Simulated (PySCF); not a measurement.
Species: C6H12F2Se.
Numbering: `[CH3:1][CH2:2][CH2:3][C@@H:4]([Se:5][CH3:6])[CH:7]([F:8])[F:9]` (hydrogens: H10, H11, H12 on C1; H13, H14 on C2; H15, H16 on C3; H17 on C4; H18, H19, H20 on C6; H21 on C7)

Method: PBE0-D3(BJ)/def2-SVP geometry optimisation, gas phase (PySCF); density fitting, grid level 1; the optimiser is geomeTRIC in internal coordinates, started from a GFN2-xTB structure.

Step 0: E = -77164.6657 eV
```
atom  x, y, z in Å  |  force x, y, z in eV/Å
C1     -3.0611   -0.8508   -0.0764    0.616  -0.021   0.302
C2     -1.6050   -0.7397    0.3546   -0.444   0.382  -0.591
C3     -0.9189    0.4580   -0.2961    0.412  -0.718   0.505
C4      0.5581    0.5452    0.0696    0.288   0.152  -0.648
Se5     1.6055   -0.9167   -0.7852   -0.189   0.091   0.187
C6      3.0112   -1.0959    0.5583   -0.503   0.216  -0.363
C7      1.1502    1.8671   -0.3812    0.290   0.183   0.334
F8      2.4608    1.9534   -0.0491    0.071  -0.091   0.027
F9      0.5443    2.9092    0.2449   -0.216  -0.147   0.011
H10    -3.5386   -1.6956    0.4130   -0.300  -0.340   0.154
H11    -3.6073    0.0526    0.1861   -0.320   0.360   0.072
H12    -3.1296   -0.9935   -1.1523   -0.112  -0.058  -0.468
H13    -1.5503   -0.6411    1.4411    0.105  -0.017   0.364
H14    -1.0706   -1.6505    0.0715    0.195  -0.239   0.055
H15    -1.0154    0.3873   -1.3843   -0.096   0.077  -0.337
H16    -1.4116    1.3800    0.0254   -0.093   0.297   0.020
H17     0.7025    0.4447    1.1500    0.033   0.049   0.239
H18     3.5849   -0.1756    0.6104    0.207   0.317   0.044
H19     2.5559   -1.3292    1.5178   -0.078  -0.102   0.353
H20     3.6472   -1.9178    0.2395    0.205  -0.303  -0.116
H21     1.0662    2.0304   -1.4659   -0.072  -0.087  -0.144
```

Step 1: E = -77164.7260 eV
```
atom  x, y, z in Å  |  force x, y, z in eV/Å
C1     -3.0944   -0.8213   -0.0808   -0.077  -0.009  -0.040
C2     -1.6455   -0.7282    0.3582    0.123  -0.054   0.094
C3     -0.8910    0.4080   -0.3152   -0.068   0.107  -0.087
C4      0.5838    0.4969    0.0647   -0.042   0.054   0.139
Se5     1.5700   -0.9791   -0.7585    0.061   0.037  -0.031
C6      3.0463   -1.0430    0.4947    0.081  -0.076   0.073
C7      1.1762    1.8384   -0.3202   -0.220  -0.076  -0.060
F8      2.4461    1.9663    0.1239    0.000  -0.053   0.009
F9      0.4495    2.8245    0.2666    0.102   0.091  -0.001
H10    -3.6189   -1.6387    0.4381    0.008   0.022  -0.018
H11    -3.6427    0.1124    0.1289    0.017  -0.021  -0.008
H12    -3.1712   -1.0132   -1.1642   -0.007   0.010   0.031
H13    -1.5930   -0.5857    1.4538   -0.003  -0.022  -0.056
H14    -1.1231   -1.6779    0.1496   -0.038   0.018   0.027
H15    -0.9802    0.3146   -1.4154   -0.001   0.018   0.045
H16    -1.3698    1.3685   -0.0514    0.047  -0.073  -0.027
H17     0.6977    0.4023    1.1602   -0.011  -0.015  -0.065
H18     3.6204   -0.1086    0.4721   -0.030  -0.023  -0.016
H19     2.6653   -1.2342    1.5085    0.035   0.010  -0.030
H20     3.6882   -1.8827    0.1909   -0.027   0.037   0.004
H21     1.1646    2.0021   -1.4127    0.051   0.017   0.017
```

Question: Estimate the geometry and energy of step 2. (The exact step hangs on the optimiser's Hessian estimate; all steps are aligned on step 1, rigid shifts and turns removed.)

Answer: E = -77164.7321 eV, largest force 0.105 eV/Å
```
atom  x, y, z in Å  |  force x, y, z in eV/Å
C1     -3.1032   -0.8258   -0.0848   -0.015  -0.001  -0.003
C2     -1.6538   -0.7296    0.3596    0.018   0.001   0.005
C3     -0.9029    0.4107   -0.3144    0.027  -0.035  -0.029
C4      0.5701    0.5024    0.0732   -0.058   0.067   0.040
Se5     1.5718   -0.9708   -0.7472    0.032   0.000   0.002
C6      3.0628   -1.0388    0.4945    0.004  -0.003   0.018
C7      1.1751    1.8350   -0.3183   -0.056  -0.001  -0.023
F8      2.4481    1.9284    0.1255    0.098   0.014   0.035
F9      0.4858    2.8511    0.2628    0.002  -0.065  -0.028
H10    -3.6288   -1.6425    0.4323   -0.001   0.002  -0.001
H11    -3.6522    0.1070    0.1223    0.002   0.002   0.001
H12    -3.1775   -1.0178   -1.1674    0.003   0.003   0.001
H13    -1.6054   -0.5873    1.4537   -0.003   0.000  -0.005
H14    -1.1316   -1.6791    0.1556   -0.002   0.006  -0.002
H15    -0.9883    0.3172   -1.4135    0.001   0.006   0.008
H16    -1.3831    1.3684   -0.0542    0.005   0.016   0.012
H17     0.6807    0.4078    1.1671   -0.007  -0.001  -0.009
H18     3.6323   -0.1029    0.4652   -0.009  -0.005  -0.007
H19     2.6984   -1.2336    1.5124    0.001   0.001  -0.001
H20     3.7028   -1.8738    0.1784   -0.017  -0.005  -0.018
H21     1.1773    1.9953   -1.4109   -0.024  -0.002   0.001
```

The energy changes by -0.0061 eV. The first-order estimate −F·Δx gives -0.0135 eV and the mean of the old and new forces, exact on a quadratic surface, -0.0062 eV. The step makes an angle of 71° with the force vector and moves no atom by more than 0.045 Å.

What follows is the cost of the whole optimisation. The run took 2.1 min of wall time on Arm Neoverse V1, one thread, no GPU, shared host, and the process peaked at 0.90 GiB of memory.
